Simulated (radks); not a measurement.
Task: All-electron atom: Re18+ in [Kr] 4d10 4f11. Method: scalar-relativistic Kohn-Sham, PBE, spin-unpolarised, spherical densities, point nucleus; computed with a radial shooting solver on a logarithmic mesh with Libxc functionals. Some entries of the table are withheld. Estimate them.

| orbital | occ. | eigenvalue (hartree) | r(max) (bohr) |
|---|---|---|---|
| 1s | 2 | -2649.809 | (1) |
| 2s | 2 | -472.5334 | 0.06450 |
| 2p | 6 | -414.3629 | 0.05302 |
| 3s | 2 | -121.4642 | 0.1819 |
| 3p | 6 | -104.3092 | 0.1803 |
| 3d | 10 | -84.89618 | 0.1468 |
| 4s | 2 | -37.32712 | 0.4106 |
| 4p | 6 | -31.61972 | 0.4300 |
| 4d | 10 | -24.46434 | 0.4377 |
| 4f | 11 | (2) | 0.3997 |
| 5s | 0 | -16.13763 | 0.8574 |
| 5p | 0 | -14.20464 | 0.9249 |

Result: 
(1) 1s r(max) (bohr): 0.01124
(2) 4f eigenvalue (hartree): -16.44478
